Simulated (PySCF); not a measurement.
Which determinant of CsBi⁺ lies lowest?

Unrestricted PBE0; basis Cs def2-SVP with ECP46, Bi def2-SVP with ECP60; scalar-relativistic core potentials; PySCF 2.14. Outer shells of the fragments: Cs+ closed shells only; Bi 5d10 6s2 6p3.

Followed along the bond (rough minima from three points):

```csv
2Ms+1,unpaired,⟨S²⟩ at the start,R at minimum (Å),Te (eV)
4,"σ ↑, π ↑↑",3.75,4.32,0.00
2,"σ ↓, π ↑↑",1.76,4.31,0.64
2,"σ ↑, π ↑↓",1.76,4.30,0.66
2,π ↑,0.75,4.19,1.22
2,σ ↑,0.75,4.26,1.57
```

Solutions found at the starting distance of 3.765 Å, counted from the lowest of them; the search is not exhaustive and high or unbound solutions are not listed, so other states can lie among these:

```tsv
2Ms+1	unpaired	term	E (eV)	⟨S²⟩	⟨Lz²⟩	μ (D)
4	σ ↑, π ↑↑	⁴Σ⁻	0.00	3.75	0.00	-9.06
2	σ ↓, π ↑↑	mixed	0.65	1.76	0.00	-8.91
2	σ ↑, π ↑↓	mixed	0.66	1.76	2.01	-8.95
2	π ↑	²Π	1.24	0.75	1.00	-8.13
2	σ ↑	mixed	1.57	0.75	2.00	-8.80
2	π ↑	²Π	1.88	0.75	1.01	-9.42
4	σ ↑↑, π ↑	⁴Π	5.16	3.75	1.00	0.96
4	σ ↑, π ↑↑	mixed	6.51	3.75	2.00	0.53
4	π ↑↑↑	⁴Π	6.63	3.75	1.00	0.39
4	π ↑↑, δ ↑	⁴Δ	7.22	3.75	4.00	5.86
```

A term symbol is given only where ⟨S²⟩ and ⟨Lz²⟩ are close to those of a pure state; real π, δ and φ orbitals otherwise mix terms. A positive dipole points towards Bi; it is taken about the centre of mass and depends on that origin.

These are scalar-relativistic numbers at best; spin–orbit coupling would shift them, the dissociation energy most.
